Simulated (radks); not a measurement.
Exchange energies: the exact (Fock) value of the Kohn-Sham orbitals and density-functional approximations, as 100 (|E| - |E exact|)/|E exact|, negative where the magnitude is too small. Species: Xe [Xe]; K [Ar] 4s1; Ba [Xe] 6s2. All-electron calculation, non-relativistic Kohn-Sham, exchange-only PBE, spin-polarised, spherical densities, point nucleus. Program: a radial shooting solver on a logarithmic mesh with Libxc functionals. Every spin shell is full or empty, so the densities are truly spherical. Functionals are evaluated on that one density, not self-consistently.

| functional | Xe | K | Ba |
|---|---|---|---|
| exact (hartree) | -178.978 | -32.6237 | -189.013 |
| LDA | -4.72 | -7.49 | -4.65 |
| B88 | +0.01 | -0.01 | +0.02 |
| PBE | -0.44 | -0.52 | -0.42 |
| revPBE | -0.31 | -0.17 | -0.29 |
| PW91 | -0.02 | -0.10 | 0.00 |
| OPTX | +1.28 | +0.12 | +1.33 |
| WC | -0.85 | -1.47 | -0.82 |
| SOGGA | -2.24 | -3.35 | -2.19 |
| EV93 | -0.38 | +0.92 | -0.37 |
| TPSS | -0.33 | +0.17 | -0.33 |
| r2SCAN | -0.13 | +0.01 | -0.14 |
| MVS | +0.05 | -0.18 | +0.04 |
